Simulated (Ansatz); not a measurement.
One change: `NC[SiH2][NH][AlH2]` becomes `[AlH2][NH][SiH2]Br`.

Ansatz, PBE0-D4/def2-TZVP geometries, multiplicity 1. Each molecule was computed in one conformer, which needn't be the lowest.

Scalar relativity is left out up to krypton.

```csv
property,`NC[SiH2][NH][AlH2]`
HOMO energy (ωB97M-V/def2-TZVPP) / eV,-9.18
size of the dipole moment (B3LYP/def2-TZVPP) / D,1.53
size of the dipole moment (ωB97M-V/def2-TZVPP) / D,1.56
LUMO energy (PBE/def2-TZVPP) / eV,-1.66
LUMO energy (PBE0/def2-TZVPP) / eV,-0.91
HOMO–LUMO gap (PBE0/def2-TZVPP) / eV,5.89
```

(1) Give the same properties after the change, and the shifts. (An estimate is asked.)

Results:

(1) The calculation gave: 
```tsv
property	`[AlH2][NH][SiH2]Br`	shift
HOMO energy (ωB97M-V/def2-TZVPP) / eV	-10.35	-1.17
size of the dipole moment (B3LYP/def2-TZVPP) / D	1.98	0.45
size of the dipole moment (ωB97M-V/def2-TZVPP) / D	2.03	0.47
LUMO energy (PBE/def2-TZVPP) / eV	-1.97	-0.31
LUMO energy (PBE0/def2-TZVPP) / eV	-1.20	-0.29
HOMO–LUMO gap (PBE0/def2-TZVPP) / eV	6.91	1.02
```

With PBE0 the HOMO falls by 1.32 eV and the LUMO falls by 0.29 eV, so the gap widens by about 1.03 eV. PBE moves the HOMO by -1.48 eV and ωB97M-V by -1.17 eV. Dipoles are sizes alone; their direction can turn.

B3LYP here is the variant with VWN-RPA as its local correlation; programs differ in this.

Spin–orbit coupling is left out; it splits and shifts lone-pair levels of the heavy atoms by tenths of an eV.
